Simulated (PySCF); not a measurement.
fluoro(fluorosilyloxy)silane (F₂H₄OSi₂), SMILES O([SiH2]F)[SiH2]F. Coordinates come from a PBE0-D3(BJ)/def2-SVP optimisation. The values are those of a single conformer.

Computed equilibrium geometry at PBE0-D3(BJ)/def2-SVP (PySCF confirms it by a frequency run) as a Z-matrix, and its point group (one conformer of several):
point group C2.
```
O
Si 1 1.6461
F 2 1.6190 1 108.61
Si 1 1.6461 2 147.23 3 -40.25
F 4 1.6190 1 108.61 2 -40.25
H 4 1.4813 5 108.30 1 117.36
H 2 1.4813 3 108.30 1 117.36
H 4 1.4827 6 113.50 5 -119.60
H 2 1.4827 7 113.50 3 -119.60
```
Charge 0, spin multiplicity 1.
